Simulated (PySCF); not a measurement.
trans-1,3,3,3-tetrafluoropropene (C3H2F4), SMILES F/C=C/C(F)(F)F.

Geometry: ωB97X-D3(BJ)/def2-SVP.

Method: PBE/def2-TZVP (PySCF).

Isolated molecule, no solvent.

```json
{
 "total_energy": "-514.58216 hartree",
 "point_group": "Cs",
 "highest_occupied_level": "-7.20 eV",
 "lowest_empty_level": "-1.72 eV",
 "orbital_gap": "5.48 eV",
 "dipole_moment": "1.14 D",
 "quadrupole, principal values (traceless, Buckingham form, about the centre of nuclear charge)": "-4.33, -0.92, 5.25 D·Å",
 "mean_static_polarisability": "39.7 bohr³ (5.88 Å³)",
 "polarisability_principal_values": "30.6, 37.0, 51.5 bohr³"
}
```
